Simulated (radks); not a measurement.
The numbers below are computed, except where a source is named.
How relativity changes the ionisation of the arsenic ion As+ ([Ar] 3d10 4s2 4p2) to As2+ ([Ar] 3d10 4s2 4p1). Spin-unpolarised spherical Kohn-Sham, BLYP, point nucleus unless stated (finite: rms radius 4.0968 fm), a radial shooting solver on a logarithmic mesh with Libxc functionals. A level marked "c x" has the speed of light scaled by that factor and shares open shells by 2j + 1; other Dirac levels either fill j = l - 1/2 first or share by 2j + 1.

| level | E(As+) (hartree) | E(As2+) (hartree) | IE (eV) | HOMO | <r> HOMO (bohr) |
|---|---|---|---|---|---|
| non-rel. | -2235.54001 | -2234.88379 | 17.856 | 4p | 2.326 |
| scalar-rel. | -2260.88916 | -2260.23297 | 17.856 | 4p | 2.320 |
| scalar-rel., finite nucleus | -2260.87417 | -2260.21799 | 17.856 | 4p | 2.320 |
| Dirac, 2j+1 shares | -2261.01068 | -2260.35435 | 17.860 | 4p3/2 | 2.333 |
| Dirac, low j first | -2261.02720 | -2260.36424 | 18.040 | 4p1/2 | 2.298 |
| Dirac, 2j+1 shares, finite nucleus | -2260.99569 | -2260.33935 | 17.860 | 4p3/2 | 2.333 |
| Dirac, c x 0.85 | -2271.19530 | -2270.53889 | 17.862 | 4p3/2 | 2.336 |
| Dirac, c x 5 | -2236.53124 | -2235.87502 | 17.856 | 4p3/2 | 2.327 |
| Dirac, c x 10 | -2235.78760 | -2235.13139 | 17.856 | 4p3/2 | 2.326 |

NIST Atomic Spectra Database: 18.589 eV (measured). The relativistic part of the total energy of As+ is -25.46 hartree (Dirac, 2j+1 shares, finite nucleus), 1.1 % of the non-relativistic value. Spin polarisation and multiplet splitting of open shells are left out at every level.

Beside tabulated values, note that spin-unpolarised runs miss the spin-polarisation part of the exchange energy of open shells.
